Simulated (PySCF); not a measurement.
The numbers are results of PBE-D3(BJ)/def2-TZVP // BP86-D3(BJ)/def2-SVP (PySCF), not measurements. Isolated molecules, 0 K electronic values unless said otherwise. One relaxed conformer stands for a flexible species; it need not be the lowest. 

Reference species: [Ti(Cl)4] (neutral, multiplicity 1).

charge on the central atom (Mulliken): 0.96 e
HOMO: -8.26 eV

Changed species: [Ti(Cl)3(OH)] (1 of 4 Cl replaced by OH; the reference has 0 of 4 Cl replaced by OH).

Give the shifts of the charge on the central atom (Mulliken) and HOMO.

the charge on the central atom (Mulliken) rises by 0.16 e, to 1.12 e; the HOMO increases by 0.43 eV, to -7.83 eV.
